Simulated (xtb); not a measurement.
3,3-difluorocyclobutene (C4H4F2), SMILES FC1(F)C=CC1. All values are semi-empirical tight-binding results from xtb (GFN2-xTB unless named), good for trends rather than for accurate numbers. Geometry optimised at GFN2-xTB.

Optimised geometry:

```xyz
10

F      0.0201    -1.1970     1.0793
C      0.0258    -0.3749     0.0000
F      0.0201    -1.1970    -1.0793
C      1.0469     0.7336     0.0000
C      0.1110     1.6803     0.0000
C     -1.0595     0.7296     0.0000
H      2.1184     0.7077     0.0000
H      0.1395     2.7532     0.0000
H     -1.6822     0.7375    -0.8925
H     -1.6822     0.7375     0.8925
```

```
Quantity                                       Result
--------------------------------------  -------------
point group as xtb finds it                        Cs
orbital gap                                   5.05 eV
dipole moment                                  3.16 D
zero-point energy                       43.3 kcal/mol
G − E(el) at 298.15 K (modified RRHO)   25.4 kcal/mol
static polarisability (D4 model)           46.6 bohr³
solvation energy, GFN2-xTB/ALPB(water)  -3.0 kcal/mol
solvation energy, GFN2-xTB/ALPB(ether)  -4.7 kcal/mol
```

Give the IR lines (harmonic; lines under 4 % of the strongest left out, lines within 3 cm⁻¹ merged). (An estimate is asked for; the answer gives what the named calculation found.)

ν (cm⁻¹): 421 (w), 469 (w), 677 (w), 907 (s), 1025 (w), 1040 (w), 1063 (w), 1120 (vs), 1219 (w), 1279 (vs), 1427 (w), 3011 (w), 3016 (w), 3143 (w), 3166 (w) (against the strongest line: vs over 80 %, s over 45 %, m over 15 %, w over 4 %, vw less)

Computed atomic charges and the Wiberg bond orders between heavy atoms:
charges (e) F1 -0.23, C2 0.34, F3 -0.23, C4 -0.06, C5 -0.02, C6 -0.08, H7 0.07, H8 0.06, H9 0.07, H10 0.07. Bond orders F1–C2 0.94, C2–F3 0.94, C2–C4 0.97, C4–C5 1.92, C2–C6 0.95, C5–C6 1.02.
